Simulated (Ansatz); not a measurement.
`CC(C)(C)NN` and `CC(C)(C)[O][Zn][F]` differ in one atom or group.

Ansatz, PBE0-D4/def2-TZVP geometries, multiplicity 1. Each molecule was computed in one conformer, which needn't be the lowest.

Scalar relativity is left out up to krypton.

| property | `CC(C)(C)NN` |
| --- | --- |
| size of the dipole moment (PBE/def2-TZVPP) / D | 1.57 |
| HOMO–LUMO gap (PBE/def2-TZVPP) / eV | 5.19 |
| LUMO energy (PBE/def2-TZVPP) / eV | 0.05 |
| HOMO energy (ωB97M-V/def2-TZVPP) / eV | -9.01 |
| LUMO energy (ωB97M-V/def2-TZVPP) / eV | 2.26 |
| HOMO–LUMO gap (B3LYP/def2-TZVPP) / eV | 6.90 |

(1) Give the same properties after the change, and the shifts. (Estimate.)

Results:

(1) The calculation gave: 
```json
{"property": "size of the dipole moment (PBE/def2-TZVPP) / D", "`CC(C)(C)[O][Zn][F]`": "2.40", "shift": "0.83"}
{"property": "HOMO–LUMO gap (PBE/def2-TZVPP) / eV", "`CC(C)(C)[O][Zn][F]`": "4.12", "shift": "-1.07"}
{"property": "LUMO energy (PBE/def2-TZVPP) / eV", "`CC(C)(C)[O][Zn][F]`": "-2.12", "shift": "-2.17"}
{"property": "HOMO energy (ωB97M-V/def2-TZVPP) / eV", "`CC(C)(C)[O][Zn][F]`": "-10.13", "shift": "-1.12"}
{"property": "LUMO energy (ωB97M-V/def2-TZVPP) / eV", "`CC(C)(C)[O][Zn][F]`": "0.52", "shift": "-1.74"}
{"property": "HOMO–LUMO gap (B3LYP/def2-TZVPP) / eV", "`CC(C)(C)[O][Zn][F]`": "5.98", "shift": "-0.92"}
```

With PBE0 the HOMO falls by 1.13 eV and the LUMO falls by 2.04 eV, so the gap narrows by about 0.91 eV. PBE moves the HOMO by -1.10 eV and ωB97M-V by -1.12 eV. Dipoles are sizes alone; their direction can turn.

B3LYP here is the variant with VWN-RPA as its local correlation; programs differ in this.
